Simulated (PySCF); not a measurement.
Br5Ta, charge +1, doublet, at a GFN2-xTB geometry (such geometries of metal compounds can be far from the true shape) (the multiplicity is a formal guess) (core potentials on Ta); DF-PBE0/def2-SVP in PySCF.

Input for PySCF:
```python
from pyscf import gto, scf, dft

mol = gto.Mole()
mol.atom = '''
    Ta    0.06933246   -0.02061483    0.06427983
    Br    1.84760592   -0.54935432    1.71296098
    Br   -1.84831658    0.54956563   -1.71361985
    Br    0.34809341    2.38114387    0.28740884
    Br    1.17685035   -1.19109345   -1.75212404
    Br   -1.66884080   -1.14726507    1.33130471
'''
mol.basis = 'def2-svp'
mol.ecp = {'Ta': 'def2-svp'}
mol.charge = 1
mol.spin = 1
mol.verbose = 3
mol.build()

mf = dft.UKS(mol)
mf.xc = 'pbe0'
mf = mf.density_fit(auxbasis='def2-universal-jkfit')
mf.kernel()
mf.analyze()
```

It wrote (shortened):

```
converged SCF energy = -12924.6605701358  <S^2> = 0.75836567  2S+1 = 2.0083482
**** MO energy ****
                             alpha | beta                alpha | beta
[...]
WARN: System has nonzero charge 1; the dipole moment is origin-dependent.
Location of origin: [0. 0. 0.]

Dipole moment(X, Y, Z, Debye): -1.41855,  0.47945, -0.68439
```
